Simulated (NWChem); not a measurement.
Everything below was run with NWChem. System: BeO, charge 0, spin multiplicity 1, at a geometry optimised with PBE/def2-SVP. The structure started from a generated list of species. Level: B3LYP/def2-SVP, VWN1-RPA local correlation.

The NWChem input:

```
start mol
memory heap 200 mb stack 900 mb global 1100 mb
geometry units angstroms nocenter noautoz noautosym
  Be     0.000000     0.000000     0.906253
  O      0.000000     0.000000    -0.453126
end
basis spherical
  * library def2-svp
end
dft
  xc b3lyp
  semidirect memsize 60000000 filesize 0
  iterations 100
end
task dft energy
```

Output (cleaned and shortened):

```
             Northwest Computational Chemistry Package (NWChem) 7.3.0
             --------------------------------------------------------

                                NWChem Input Module
                                -------------------

 Scaling coordinates for geometry "geometry" by  1.889725989
 (inverse scale =  0.529177249)

                             Geometry "geometry" -> ""
                             -------------------------

 Output coordinates in angstroms (scale by  1.889725989 to convert to a.u.)

  No.       Tag          Charge          X              Y              Z
 ---- ---------------- ---------- -------------- -------------- --------------
    1 Be                   4.0000     0.00000000     0.00000000     0.90625300
    2 O                    8.0000     0.00000000     0.00000000    -0.45312600

 Effective nuclear repulsion energy (a.u.)      12.4569174366

            Nuclear Dipole moment (a.u.)
            ----------------------------
        X                 Y               Z
 ---------------- ---------------- ----------------
     0.0000000000     0.0000000000     0.0000075589


 Summary of "ao basis" -> "" (spherical)
 ------------------------------------------------------------------------------
       Tag                 Description            Shells   Functions and Types
 ---------------- ------------------------------  ------  ---------------------
 *                          def2-svp                  on all atoms

                                 NWChem DFT Module
                                 -----------------

 Summary of "ao basis" -> "ao basis" (spherical)
 ------------------------------------------------------------------------------
       Tag                 Description            Shells   Functions and Types
 ---------------- ------------------------------  ------  ---------------------
 Be                         def2-svp                 5        9   3s2p
 O                          def2-svp                 6       14   3s2p1d

 Summary of "ao basis" -> "ao basis" (spherical)
 ------------------------------------------------------------------------------
       Tag                 Description            Shells   Functions and Types
 ---------------- ------------------------------  ------  ---------------------
 Be                         def2-svp                 5        9   3s2p
 O                          def2-svp                 6       14   3s2p1d

            General Information
            -------------------
          SCF calculation type: DFT
          Wavefunction type:  closed shell.
          No. of atoms     :     2
          No. of electrons :    12
           Alpha electrons :     6
            Beta electrons :     6
          Charge           :     0
          Spin multiplicity:     1
          Use of symmetry is: off; symmetry adaption is: off
          Maximum number of iterations: 100
          AO basis - number of functions:    23
                     number of shells:    11
          Convergence on energy requested:  1.00D-06
          Convergence on density requested:  1.00D-05
          Convergence on gradient requested:  5.00D-04

              XC Information
              --------------
                         B3LYP Method XC Potential
                     Hartree-Fock (Exact) Exchange  0.200
                        Slater Exchange Functional  0.800 local
                    Becke 1988 Exchange Functional  0.720 non-local
              Lee-Yang-Parr Correlation Functional  0.810
[...]
     calls:        1         0         0         0         0
   data(b): 5.24e+05  0.00e+00  0.00e+00  0.00e+00
   time(s): 0.00e+00  0.00e+00  0.00e+00  0.00e+00  0.00e+00
rate(mb/s): 0.00e+00  0.00e+00
------------------------------------------------------------

   convergence    iter        energy       DeltaE   RMS-Dens  Diis-err    time
 ---------------- ----- ----------------- --------- --------- ---------  ------
 d= 0,ls=0.0,diis     1    -89.5912793483 -1.02D+02  1.29D-01  1.37D+00     0.1
 d= 0,ls=0.0,diis     2    -84.6929460653  4.90D+00  1.20D-01  2.26D+01     0.2
 d= 0,ls=0.0,diis     3    -89.8086759185 -5.12D+00  8.49D-03  6.77D-02     0.2
 d= 0,ls=0.0,diis     4    -89.8215323062 -1.29D-02  1.14D-03  7.49D-03     0.2
 d= 0,ls=0.0,diis     5    -89.8222548077 -7.23D-04  7.50D-04  1.22D-03     0.2
  Resetting Diis
 d= 0,ls=0.0,diis     6    -89.8223976612 -1.43D-04  3.59D-04  9.02D-05     0.3
 d= 0,ls=0.0,diis     7    -89.8224097242 -1.21D-05  7.12D-05  6.30D-07     0.3
 d= 0,ls=0.0,diis     8    -89.8224090364  6.88D-07  5.74D-05  7.17D-06     0.3
 d= 0,ls=0.0,diis     9    -89.8224098421 -8.06D-07  1.02D-05  3.73D-09     0.4
 d= 0,ls=0.0,diis    10    -89.8224098454 -3.26D-09  2.92D-06  4.07D-09     0.4

         Total DFT energy =      -89.822409845396
      One electron energy =     -148.256714970878
           Coulomb energy =       57.392051916916
    Exchange-Corr. energy =      -11.414664227991
 Nuclear repulsion energy =       12.456917436558

 Numeric. integr. density =       12.000000480095

     Total iterative time =      0.3s

                       DFT Final Molecular Orbital Analysis
                       ------------------------------------

 Vector    4  Occ=2.000000D+00  E=-2.994197D-01
              MO Center= -1.4D-11, -2.9D-11, -4.2D-01, r^2= 9.1D-01
   Bfn.  Coefficient  Atom+Function         Bfn.  Coefficient  Atom+Function
  ----- ------------  ---------------      ----- ------------  ---------------
    15      0.579792  2 O  pz                 2      0.413674  1 Be s
    18      0.317857  2 O  pz                12     -0.293331  2 O  s
     6      0.222134  1 Be pz                 1     -0.173981  1 Be s
    11     -0.138547  2 O  s                  9      0.119343  1 Be pz
    10     -0.072691  2 O  s                  3     -0.051907  1 Be s

 Vector    5  Occ=2.000000D+00  E=-2.642476D-01
              MO Center= -1.5D-10,  1.4D-10, -1.7D-01, r^2= 1.1D+00
   Bfn.  Coefficient  Atom+Function         Bfn.  Coefficient  Atom+Function
  ----- ------------  ---------------      ----- ------------  ---------------
    13      0.402120  2 O  px                14     -0.385970  2 O  py
    16      0.279535  2 O  px                17     -0.268308  2 O  py
     4     -0.212062  1 Be px                 5      0.203545  1 Be py
     7      0.086773  1 Be px                 8     -0.083288  1 Be py

 Vector    6  Occ=2.000000D+00  E=-2.642476D-01
              MO Center= -2.1D-11, -2.2D-11, -1.7D-01, r^2= 1.1D+00
   Bfn.  Coefficient  Atom+Function         Bfn.  Coefficient  Atom+Function
  ----- ------------  ---------------      ----- ------------  ---------------
    14      0.402120  2 O  py                13      0.385970  2 O  px
    17      0.279535  2 O  py                16      0.268308  2 O  px
     5     -0.212062  1 Be py                 4     -0.203545  1 Be px
     8      0.086773  1 Be py                 7      0.083288  1 Be px

 Vector    7  Occ=0.000000D+00  E=-1.622491D-01
              MO Center=  3.2D-10, -7.3D-10,  1.6D+00, r^2= 2.3D+00
   Bfn.  Coefficient  Atom+Function         Bfn.  Coefficient  Atom+Function
  ----- ------------  ---------------      ----- ------------  ---------------
     3      0.442413  1 Be s                  6     -0.444527  1 Be pz
     2      0.402154  1 Be s                  9      0.188811  1 Be pz
     1     -0.174373  1 Be s                 15     -0.172446  2 O  pz
    18     -0.070464  2 O  pz                12      0.069167  2 O  s
    11     -0.048832  2 O  s

 Vector    8  Occ=0.000000D+00  E= 1.208629D-02
              MO Center= -3.0D-10,  3.3D-11,  7.9D-01, r^2= 3.9D+00
   Bfn.  Coefficient  Atom+Function         Bfn.  Coefficient  Atom+Function
  ----- ------------  ---------------      ----- ------------  ---------------
     7      0.702749  1 Be px                 4     -0.411783  1 Be px
    16     -0.387535  2 O  px                13     -0.326501  2 O  px
     8     -0.078966  1 Be py                 5      0.046271  1 Be py
    17      0.043546  2 O  py                14      0.036688  2 O  py

 Vector    9  Occ=0.000000D+00  E= 1.208629D-02
              MO Center=  2.6D-10,  2.4D-09,  7.9D-01, r^2= 3.9D+00
   Bfn.  Coefficient  Atom+Function         Bfn.  Coefficient  Atom+Function
  ----- ------------  ---------------      ----- ------------  ---------------
     8      0.702749  1 Be py                 5     -0.411783  1 Be py
    17     -0.387535  2 O  py                14     -0.326501  2 O  py
     7      0.078966  1 Be px                 4     -0.046271  1 Be px
    16     -0.043546  2 O  px                13     -0.036688  2 O  px

 center of mass
 --------------
 x =   0.00000000 y =   0.00000000 z =   0.06949239

 moments of inertia (a.u.)
 ------------------
          38.038841837114           0.000000000000           0.000000000000
           0.000000000000          38.038841837114           0.000000000000
           0.000000000000           0.000000000000           0.000000000000

     Multipole analysis of the density
     ---------------------------------

     L   x y z        total         alpha         beta         nuclear
     -   - - -        -----         -----         ----         -------
     0   0 0 0     -0.000000     -6.000000     -6.000000     12.000000

     1   1 0 0      0.000000      0.000000      0.000000      0.000000
     1   0 1 0     -0.000000     -0.000000     -0.000000      0.000000
     1   0 0 1      2.305168      1.152580      1.152580      0.000008

     2   2 0 0     -7.879577     -3.939789     -3.939789      0.000000
     2   1 1 0      0.000000      0.000000      0.000000      0.000000
     2   1 0 1      0.000000      0.000000      0.000000      0.000000
     2   0 2 0     -7.879577     -3.939789     -3.939789      0.000000
     2   0 1 1     -0.000000     -0.000000     -0.000000      0.000000
     2   0 0 2     -3.259155    -10.428257    -10.428257     17.597360

 Task  times  cpu:        0.3s     wall:        0.3s

 Total times  cpu:        0.4s     wall:        0.4s
```
